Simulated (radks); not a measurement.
Problem. The table gives one normalised radial function P(r) = r R(r) (large component) of Ce in [Xe] 4f1 5d1 7s2 (r in bohr). Calculated with a radial shooting solver on a logarithmic mesh with Libxc functionals: Dirac Kohn-Sham, PW91, spin-unpolarised, spherical densities, finite nucleus; open shells fill j = l - 1/2 first; Fermi nuclear charge, rms radius 4.8771 fm.

r	P
0.001981	0.0000
0.00275	0.0001
0.003817	0.0002
0.005299	0.0005
0.007356	0.0012
0.01021	0.0030
0.01418	0.0073
0.01968	0.0174
0.02732	0.0399
0.03792	0.0873
0.05264	0.1776
0.07308	0.3278
0.1014	0.5286
0.1408	0.7007
0.1955	0.6731
0.2714	0.2690
0.3767	-0.4658
0.523	-1.1287
0.726	-1.2554
1.016	-0.8418
1.41	-0.3553
1.958	-0.0879
2.718	-0.0111
3.773	-0.0006
5.237	0.0000
7.27	0.0000
10.09	0.0000
14.01	0.0000
19.45	0.0000
27	0.0000

Which n and l does it have? It may be an empty orbital.

Solution. n = 4, l = 2: the number of nodes gives n - l - 1 = 1, the rise at small r points to l (this Dirac orbital starts outside the nucleus as r^gamma with gamma = sqrt((l + 1)^2 - (Z/c)^2) = 2.97; the j = 5/2 orbital of l + 1 starts with the same power, but with a smaller coefficient, and then steepens), and the extent must fit the shell. The curve is that of 4d5/2; the two j differ most near the nucleus, where j = l - 1/2 has the larger amplitude, and in heavy atoms j = l - 1/2 is also the more compact. 4d5/2: eigenvalue -114.70 eV, 1 radial node at r = 0.309 bohr, <r> = 0.748 bohr, 90 % of the charge inside 1.12 bohr.
